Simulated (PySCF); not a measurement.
Species: C4H7N3O.
Z-matrix (Å and degrees, GFN2-xTB geometry), rows numbered from 1:
```
C 
O   1  1.4135
C   2  1.3378  1  114.81
C   3  1.4075  2  126.77  1   179.77
N   4  1.3232  3  107.40  2  -179.86
N   5  1.3075  4  105.47  3     0.12
C   6  1.4300  5  122.98  4  -178.07
N   6  1.3227  5  114.74  4    -0.21
H   1  1.0931  2  110.69  3   -60.83
H   1  1.0878  2  106.14  3   179.43
H   1  1.0929  2  110.71  3    59.69
H   4  1.0680  3  129.91  2     0.05
H   7  1.0878  6  108.40  5   -26.20
H   7  1.0885  6  108.96  5  -146.63
H   7  1.0926  6  110.57  5    93.59
```

The closed-shell ground state was solved at several levels (PySCF, density fitting, gas phase, non-relativistic). GFN2-xTB frequencies show an imaginary mode (20i cm⁻¹), so this geometry is no minimum at that level.

| level | basis functions | HOMO (eV) | LUMO (eV) | gap (eV) | dipole (D) |
| --- | --- | --- | --- | --- | --- |
| PBE0/def2-SVPD | 219 | -6.72 | 0.00 | 6.72 | 1.65 |
| PBE0/pcSseg-1 | 171 | -6.64 | 0.13 | 6.77 | 1.80 |

Task: What might B3LYP/pcJ-1 (286 basis functions) give for the same quantities?

Result: HOMO -6.42 eV, LUMO -0.11 eV, gap 6.31 eV, dipole 1.75 D.

Task: Over all these levels, which gives the widest orbital gap and which the narrowest?

Result: PBE0/pcSseg-1 (global hybrid, 25 % exact exchange) has the widest, 6.77 eV, and B3LYP/pcJ-1 (global hybrid, 20 % exact exchange) the narrowest, 6.31 eV. Functional and basis both differ between the two, so the spread mixes both effects.

Task: How far do the dipole and the HOMO energy spread over the levels?

Result: The dipole runs from 1.65 to 1.80 D (mean 1.73 D) and the HOMO from -6.72 to -6.42 eV.

One conformer stands for the species.
